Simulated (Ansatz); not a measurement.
A structure relaxed at PBE0-D4/def2-TZVP, charge 0, multiplicity 1:

```
atom    x (Å)    y (Å)    z (Å)
  C1   0.4451  -1.2571   1.0540
 Ge2   0.6558   0.2094  -0.2154
  O3   1.0927  -0.6374  -1.7406
  B4  -1.0785   1.3334  -0.5254
  O5  -2.1714   1.2276   0.2586
  H6  -0.3774  -1.9079   0.7525
  H7   0.2529  -0.8826   2.0620
  H8   1.3602  -1.8499   1.0787
  H9   1.8595   1.0933   0.2084
 H10   1.2257  -0.0324  -2.4731
 H11  -1.1747   2.1105  -1.4359
 H12  -2.0898   0.5932   0.9763
```

Question: Give its formula and SMILES.

Answer: CH7BGeO2, `[CH3][GeH]([OH])[BH]O`.

Question: Summarise the bond lengths by kind.

Answer: 1 × C–Ge 1.951 Å; 3 × C–H 1.091 to 1.092 Å; 1 × Ge–O 1.798 Å; 1 × B–Ge 2.090 Å; 1 × Ge–H 1.552 Å; 2 × H–O 0.959 to 0.961 Å; 1 × B–O 1.349 Å; 1 × B–H 1.201 Å.

Program: Ansatz 0.2.0.
